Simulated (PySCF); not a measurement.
Telling isomers of C₈H₇N apart by NMR

PySCF 2.14.0 with density-fitted response routines calculation with NMR shieldings at PBE0/pcSseg-1/GIAO and coordinates at the GFN2-xTB level; gas phase, one conformer, no relativistic terms, equivalent nuclei averaged.

Scale: $^{1}$H (31.72 ppm), $^{13}$C (186.93 ppm) vs TMS (reference shieldings calculated alike). Where no couplings were computed, multiplicities follow the n + 1 count of equivalent neighbours, and m marks all less simple cases (inequivalent or close neighbours, rings, F or P nearby). Shifts are as computed. Against solution values, carbons near 30 ppm lie about +3 ppm off and those near 130 ppm about +5 ppm. Of 1211 compounds with measured shifts, 218 miss one by over three times the rms of a fit or turn the order of signals round; such compounds aren't used in these exercises.

(1) Tabulate the signals of `CC#Cc1ccccn1`, `c1ccn2cccc2c1`, `C#C/C(C)=C(\C#N)C=C`, `C#CCc1ccncc1` and their relative energies.

(2) What is the quickest way to tell c1ccn2cccc2c1 from C#C/C(C)=C(\C#N)C=C?

(3) What is the quickest way to tell CC#Cc1ccccn1 from c1ccn2cccc2c1?

(4) What is the quickest way to tell CC#Cc1ccccn1 from C#CCc1ccncc1?

## Answers

(1) 
```json
{"SMILES": "CC#Cc1ccccn1", "carbon types": "3×C 4×CH 1×CH3", "δC": "155.4, 149.0, 141.3, 133.6, 126.2, 96.0, 87.6, 5.7", "δH": "8.89 (d, 1H), 7.83 (m, 1H), 7.56 (d, 1H), 7.23 (m, 1H), 2.31 (s, 3H)", "E rel. (kcal/mol)": "35.5"}
{"SMILES": "c1ccn2cccc2c1", "carbon types": "1×C 7×CH", "δC": "137.4, 128.0, 125.8, 121.2, 121.1, 116.8, 113.4, 105.1", "δH": "8.08 (d, 1H), 7.68 (d, 1H), 7.35 (m, 1H), 7.13 (m, 1H), 6.89 (m, 1H), 6.78 (m, 1H), 6.78 (m, 1H)", "E rel. (kcal/mol)": "0.0"}
{"SMILES": "C#C/C(C)=C(\\C#N)C=C", "carbon types": "4×C 2×CH 1×CH2 1×CH3", "δC": "139.6, 135.8, 130.2, 127.5, 120.8, 103.5, 89.6, 21.7", "δH": "6.67 (m, 1H), 6.27 (m, 1H), 5.89 (m, 1H), 3.76 (s, 1H), 2.23 (s, 3H)", "E rel. (kcal/mol)": "75.3"}
{"SMILES": "C#CCc1ccncc1", "carbon types": "2×C 5×CH 1×CH2", "δC": "156.5, 152.5, 128.7, 86.8, 79.9, 28.6", "δH": "8.97 (d, 2H), 7.32 (d, 2H), 3.51 (d, 2H), 1.67 (t, 1H)", "E rel. (kcal/mol)": "44.5"}
```

Energies are electronic energies at PBE0/pcSseg-1 on these geometries, without zero-point or thermal terms, each for the one conformer computed, which needn't be the lowest.

(2) Both give the same number of carbon signals, but DEPT or the intensities differ. The first has an aromatic CH at 121.1 ppm, the second a terminal =CH2 carbon at 130.2 ppm. Their most deshielded carbons lie at 137.4 and 139.6 ppm. In the proton spectra the most deshielded non-exchanging signals are 8.08 (d, 1H) and 6.67 (m, 1H).

(3) Both give the same number of carbon signals, but DEPT or the intensities differ. The first has a propargylic methyl carbon (CH3) at 5.7 ppm, the second an aromatic CH at 105.1 ppm. Their most deshielded carbons lie at 155.4 and 137.4 ppm. In the proton spectra the most deshielded non-exchanging signals are 8.89 (d, 1H) and 8.08 (d, 1H).

(4) Count the carbon signals: 8 against 6. The first has a propargylic methyl carbon (CH3) at 5.7 ppm, the second an sp3 CH2 on an aromatic ring at 28.6 ppm. Their most deshielded carbons lie at 155.4 and 156.5 ppm.
